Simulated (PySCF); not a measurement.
## Computed vibrations of [Tm(NH2)2]+

[Tm(NH2)2]+ (singlet in the valence; each metal's 4f electrons, 12 of them, lie in its core potential, out of spins and levels). PySCF 2.14.0, RKS PBE0, Tm lcecp-1-SVP with ECP58, N def2-SVP, H def2-SVP; non-relativistic Hamiltonian with scalar-relativistic core potentials where named; density fitting; no spin-orbit coupling. Central differences of gradients.

```xyz
7

Tm    0.0000    0.0000   -0.1864
N     1.7355    0.0000    0.9261
H     2.1693   -0.8094    1.3777
H     2.1693    0.8094    1.3777
N    -1.7355    0.0000    0.9261
H    -2.1693    0.8094    1.3777
H    -2.1693   -0.8094    1.3777
```

Run from Python with OMP_NUM_THREADS=2. Where DIIS fails, smearing, a level shift and second-order steps follow.
It took 52 s on 2 threads of Arm Neoverse N1, on a shared host.

Question: What are the harmonic wavenumbers and infrared intensities?

Answer: Modes are labelled in C2v; negative numbers are unstable modes, those under 60 cm⁻¹ near the noise; a finer grid moves soft modes by up to 10 cm⁻¹.
```json
{"cm⁻¹": "-365", "km/mol": "–", "symmetry": "a2"}
{"cm⁻¹": "-365", "km/mol": "–", "symmetry": "b2"}
{"cm⁻¹": "143", "km/mol": "0.1", "symmetry": "a1"}
{"cm⁻¹": "382", "km/mol": "0.0", "symmetry": "a2"}
{"cm⁻¹": "408", "km/mol": "104.1", "symmetry": "b2"}
{"cm⁻¹": "560", "km/mol": "188.9", "symmetry": "b1"}
{"cm⁻¹": "600", "km/mol": "139.5", "symmetry": "b1"}
{"cm⁻¹": "612", "km/mol": "212.8", "symmetry": "a1"}
{"cm⁻¹": "632", "km/mol": "40.6", "symmetry": "a1"}
{"cm⁻¹": "1515", "km/mol": "45.6", "symmetry": "b1"}
{"cm⁻¹": "1517", "km/mol": "54.6", "symmetry": "a1"}
{"cm⁻¹": "3522", "km/mol": "155.1", "symmetry": "b1"}
{"cm⁻¹": "3525", "km/mol": "74.8", "symmetry": "a1"}
{"cm⁻¹": "3592", "km/mol": "0.0", "symmetry": "a2"}
{"cm⁻¹": "3592", "km/mol": "103.5", "symmetry": "b2"}
```

Question: Is this a minimum?

Answer: No: 2 unstable; the lowest moves the atoms so:
```
Tm   0.00  0.00  0.00
N    0.00  0.01  0.00
H   -0.32  0.05  0.38
H    0.32  0.05 -0.38
N    0.00 -0.01  0.00
H    0.32 -0.05  0.38
H   -0.32 -0.05 -0.38
```

An lcecp potential fixes the number of 4f electrons, so in runs with it no electron can move into or out of that shell.
